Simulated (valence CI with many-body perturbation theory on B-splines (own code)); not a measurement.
# Energy levels of Ho45+

Level of theory: configuration interaction combined with many-body perturbation theory (CI+MBPT): four valence electrons over a frozen Dirac-Fock core [Ar], a basis of 7 s, 7 p, 8 d, 6 f, 4 g, 1 h functions for each j, with the one-electron correlation potential Σ1, the two-electron term Σ2, the three-electron term Σ3, Breit, model QED; selected CI, second order for the rest, scaled by the run's own slope (own B-spline code, finite nucleus).

No measured spectrum was set against this ion. As an estimate, large intervals hold to a few tenths of a per cent, small ones and those within an open d or f shell to about a per cent. Excitations out of the core, of the other parity, are not computed and may begin above about 210 eV (a cautious bound); beyond it only levels of the ground parity were kept, without lifetimes. Only levels of the ground parity were solved; by the run's estimate the other parity begins above the list, which can be wrong where configurations are misplaced.

Levels 1 to 34 of 34, with energies above the lowest level, (3d3/2^4) J=0. "Leading %" is the weight of the configuration and term that name the level; weights of strongly mixed levels are sums over their largest components and can fall short. In the jj column 3d3/2^4 stands for four electrons in 3d with j = 3/2. Lifetimes count E1, E2, E3, M1 and M2 decay at the calculated energies, and are blank where another channel may lead or the interval is too uncertain; long ones can be off by a factor of two.

| No. | Configuration | Term | J | E (eV) | Leading % | Second component | g | Lifetime | Leading jj |
| --- | --- | --- | --- | --- | --- | --- | --- | --- | --- |
| 1 | 3d4 | 3P | 0 | 0.00 | 59 | 28 % 3d4 5D |  |  | 3d3/2^4 (98 %) |
| 2 | 3d4 | 5D | 1 | 37.49 | 60 | 40 % 3d4 3P | 1.492 | 1.41 μs | 3d3/2^3 3d5/2 (98 %) |
| 3 | 3d4 | 3F | 4 | 48.26 | 29 | 23 % 3d4 3H | 1.075 |  | 3d3/2^3 3d5/2 (98 %) |
| 4 | 3d4 | 5D | 2 | 49.72 | 42 | 16 % 3d4 3F | 1.236 | 54.3 μs | 3d3/2^3 3d5/2 (89 %) |
| 5 | 3d4 | 3F | 3 | 53.05 | 29 | 24 % 3d4 5D | 1.146 |  | 3d3/2^3 3d5/2 (92 %) |
| 6 | 3d4 | 5D | 0 | 82.77 | 65 | 22 % 3d4 1S |  | 502 ns | 3d3/2^2 3d5/2^2 (97 %) |
| 7 | 3d4 | 5D | 2 | 84.25 | 45 | 20 % 3d4 3F | 1.216 | 759 ns | 3d3/2^2 3d5/2^2 (92 %) |
| 8 | 3d4 | 3H | 4 | 85.31 | 40 | 38 % 3d4 5D | 1.148 | 1.37 μs | 3d3/2^2 3d5/2^2 (97 %) |
| 9 | 3d4 | 5D | 3 | 87.10 | 48 | 36 % 3d4 3G | 1.152 | 1.38 μs | 3d3/2^2 3d5/2^2 (90 %) |
| 10 | 3d4 | 3H | 5 | 90.74 | 68 | 32 % 3d4 3G | 1.079 | 2.67 μs | 3d3/2^2 3d5/2^2 (100 %) |
| 11 | 3d4 | 1I | 6 | 93.35 | 51 | 49 % 3d4 3H | 1.073 | 11.6 ms | 3d3/2^2 3d5/2^2 (99 %) |
| 12 | 3d4 | 3P | 1 | 94.38 | 43 | 38 % 3d4 3D | 1.110 | 1.21 μs | 3d3/2^2 3d5/2^2 (94 %) |
| 13 | 3d4 | 3G | 4 | 97.99 | 56 | 38 % 3d4 1G | 1.028 | 6.63 μs | 3d3/2^2 3d5/2^2 (98 %) |
| 14 | 3d4 | 3F | 3 | 98.08 | 44 | 26 % 3d4 3D | 1.085 | 1.84 μs | 3d3/2^2 3d5/2^2 (96 %) |
| 15 | 3d4 | 3D | 2 | 99.52 | 33 | 31 % 3d4 3F | 1.091 | 4.41 μs | 3d3/2^2 3d5/2^2 (96 %) |
| 16 | 3d4 | 3F | 2 | 110.39 | 48 | 29 % 3d4 3P | 0.985 | 881 ns | 3d3/2^2 3d5/2^2 (94 %) |
| 17 | 3d4 | 3F | 4 | 114.80 | 65 | 23 % 3d4 1G | 1.197 | 2.82 μs | 3d3/2^2 3d5/2^2 (92 %) |
| 18 | 3d4 | 3P | 2 | 125.27 | 38 | 35 % 3d4 1D | 1.167 | 10.0 μs | 3d3/2^2 3d5/2^2 (90 %) |
| 19 | 3d4 | 5D | 4 | 131.62 | 32 | 24 % 3d4 1G | 1.142 | 594 ns | 3d3/2 3d5/2^3 (90 %) |
| 20 | 3d4 | 3F | 3 | 132.46 | 44 | 26 % 3d4 5D | 1.169 | 519 ns | 3d3/2 3d5/2^3 (96 %) |
| 21 | 3d4 | 3P | 0 | 136.11 | 62 | 38 % 3d4 1S |  | 1.52 μs | 3d3/2^2 3d5/2^2 (63 %) |
| 22 | 3d4 | 3D | 1 | 136.93 | 54 | 27 % 3d4 3P | 0.948 | 404 ns | 3d3/2 3d5/2^3 (96 %) |
| 23 | 3d4 | 3G | 5 | 137.42 | 68 | 32 % 3d4 3H | 1.137 | 1.07 μs | 3d3/2 3d5/2^3 (100 %) |
| 24 | 3d4 | 3H | 6 | 138.20 | 51 | 49 % 3d4 1I | 1.075 | 1.25 μs | 3d3/2 3d5/2^3 (99 %) |
| 25 | 3d4 | 3F | 2 | 144.92 | 48 | 39 % 3d4 3P | 1.058 | 616 ns | 3d3/2 3d5/2^3 (92 %) |
| 26 | 3d4 | 3D | 3 | 146.69 | 36 | 34 % 3d4 1F | 1.088 | 861 ns | 3d3/2 3d5/2^3 (98 %) |
| 27 | 3d4 | 1S | 0 | 155.51 | 78 | 18 % 3d4 3P |  | 1.32 μs | 3d3/2 3d5/2^3 (56 %) |
| 28 | 3d4 | 3F | 3 | 159.58 | 66 | 31 % 3d4 1F | 1.056 | 1.03 μs | 3d3/2 3d5/2^3 (100 %) |
| 29 | 3d4 | 3P | 1 | 160.07 | 90 | 8 % 3d4 3D | 1.416 | 684 ns | 3d3/2 3d5/2^3 (98 %) |
| 30 | 3d4 | 1G | 4 | 160.57 | 69 | 22 % 3d4 3F | 1.043 | 803 ns | 3d3/2 3d5/2^3 (96 %) |
| 31 | 3d4 | 1D | 2 | 164.27 | 66 | 25 % 3d4 3P | 1.105 | 938 ns | 3d3/2 3d5/2^3 (82 %) |
| 32 | 3d4 | 3F | 4 | 184.61 | 47 | 21 % 3d4 1G | 1.156 | 389 ns | 3d5/2^4 (96 %) |
| 33 | 3d4 | 1D | 2 | 194.64 | 38 | 24 % 3d4 3D | 1.071 | 377 ns | 3d5/2^4 (89 %) |
| 34 | 3d4 | 1S | 0 | 217.32 | 50 | 48 % 3d4 3P |  |  | 3d5/2^4 (88 %) |

The ionisation energy to 3d3 4F_3/2 of the next ion comes out as 3760.9 eV (NIST: 3760 ± 4 eV (theoretical)). All 34 levels together are meant to be complete up to 209.85 eV.
